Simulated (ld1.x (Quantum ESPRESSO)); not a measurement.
## Plane-wave convergence, ultrasoft potential for V

* Element: V
* Generator: ld1.x (Quantum ESPRESSO) 7.5
* Type: ultrasoft
* Functional: PBE
* Relativity: non-relativistic
* Frozen core: [Ar]
* Valence charge: 5
* Reference configuration: 3d3 4s0.5 4p0 (charge +1.5)
* Partial waves: 4s (bound): rcut 2.60, rcutus 2.85 bohr; 4s channel at 1.45 Ry: rcut 2.60, rcutus 2.85 bohr; 4p (bound, empty): rcut 2.80, rcutus 3.10 bohr; 4p channel at 0.15 Ry: rcut 2.80, rcutus 3.10 bohr; 3d (bound): rcut 1.85, rcutus 2.35 bohr; 3d channel at 3.7 Ry: rcut 1.85, rcutus 2.35 bohr
* Local potential: all-electron potential smoothed inside 3.00 bohr (lloc = -2)
* Core correction: a·sin(br)/r model core, default radius (core density twice the valence density)
* Augmentation charge: PSQ, inside the norm-conserving radii

The pseudo-atom Hamiltonian at the reference potential is diagonalised in spherical Bessel functions j_l(qr) that vanish at 20 bohr, with q² up to the cutoff. All-electron valence levels (Ry): 4s -1.0394, 4p -0.7213, 3d -1.2479.

Question: How do the lowest levels (Ry) of each channel move with the cutoff, and are there ghosts?

Answer:

```json
{"cutoff (Ry)": "8", "s #1": "-1.0394", "p #1": "-0.7213", "p #2": "-0.2756", "d #1": "-0.9464", "f #1": "-0.1673", "Σ f·Δε (mRy)": "904.7"}
{"cutoff (Ry)": "10", "s #1": "-1.0395", "p #1": "-0.7214", "p #2": "-0.2756", "d #1": "-1.0552", "f #1": "-0.1673", "Σ f·Δε (mRy)": "578.2"}
{"cutoff (Ry)": "15", "s #1": "-1.0395", "p #1": "-0.7214", "p #2": "-0.2756", "d #1": "-1.2371", "f #1": "-0.1673", "Σ f·Δε (mRy)": "32.5"}
{"cutoff (Ry)": "18", "s #1": "-1.0395", "p #1": "-0.7214", "p #2": "-0.2756", "d #1": "-1.2475", "f #1": "-0.1673", "Σ f·Δε (mRy)": "1.4"}
{"cutoff (Ry)": "25", "s #1": "-1.0395", "p #1": "-0.7214", "p #2": "-0.2756", "d #1": "-1.2477", "f #1": "-0.1673", "Σ f·Δε (mRy)": "0.8"}
{"cutoff (Ry)": "30", "s #1": "-1.0395", "p #1": "-0.7214", "p #2": "-0.2756", "d #1": "-1.2479", "f #1": "-0.1673", "Σ f·Δε (mRy)": "0.2"}
{"cutoff (Ry)": "400", "s #1": "-1.0395", "p #1": "-0.7214", "p #2": "-0.2756", "d #1": "-1.2479", "f #1": "-0.1673", "Σ f·Δε (mRy)": "0.0"}
```

Result: no extra level below or beside the all-electron valence levels (s, p, d, f tested); 10 mRy is reached at 18 Ry and 1 mRy at 21 Ry.

Test run stopped at test 4 of 7 (negative rho).
